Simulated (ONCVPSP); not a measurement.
**What one change does to a pseudopotential (sulfur, ONCV)**

```json
{
  "Element": "sulfur (S)",
  "Generator": "ONCVPSP 4.0.1",
  "Type": "optimised norm-conserving Vanderbilt (ONCV)",
  "Functional": "PBE",
  "Relativity": "scalar-relativistic",
  "Frozen core": "[Ne]",
  "Valence charge": "6",
  "Reference configuration": "3s1.5 3p4.5",
  "Partial waves": "3s: rc 1.15 bohr, ncon 5, nbas 8, qcut 4.7 1/bohr, local; 3p: rc 1.55 bohr, ncon 4, nbas 8, qcut 4.5 1/bohr, 2 projectors, debl 1.1 Ha",
  "Local potential": "the s channel",
  "Core correction": "none"
}
```

Change: all radii scaled by about 1.10 (s 1.26, p 1.70 bohr).

Cutoffs: the cutoffs (Ha) at which the residual kinetic energy of the hardest occupied pseudo-wave falls to 1 and 0.1 mHa per electron; they do not see the model core or the augmentation charge, which bear on the density cutoff. Errors are all-electron minus pseudo energies relative to the spin-unpolarised reference configuration.

**Question.** What does the change do?

**Answer.** The potential gets softer (113 Ha and 131 Ha → 75 Ha and 101 Ha); of the 4 tests that both files solve, the error grows in 0 and shrinks in 4 by more than 15 % and 0.3 meV (median size 10.4 → 2.6 meV); neither file shows a bound ghost. A larger radius leaves more room for a smooth pseudo-wave, so fewer plane waves are needed. That the errors move this way runs against the usual rule that smaller radii transfer better.

```tsv
quantity	base	changed
cutoff, loose	113 Ha	75 Ha
cutoff, tight	131 Ha	101 Ha
loose cutoff by channel	s 113 Ha, p 5.9 Ha	s 75 Ha, p 5.8 Ha
bound ghosts	none	none
GHOST(+) flags under 300 eV	none	none
error for 3s2 3p4, meV [ΔE -5.14 eV]	+1.8	+0.4
error for 3s2 3p3, meV [ΔE 6.63 eV]	+3.5	-0.6
error for 3s2 3p2, meV [ΔE 28.91 eV]	+17	+4.6
error for 3s2 3p0, meV [ΔE 109.75 eV]	+213	+135
```
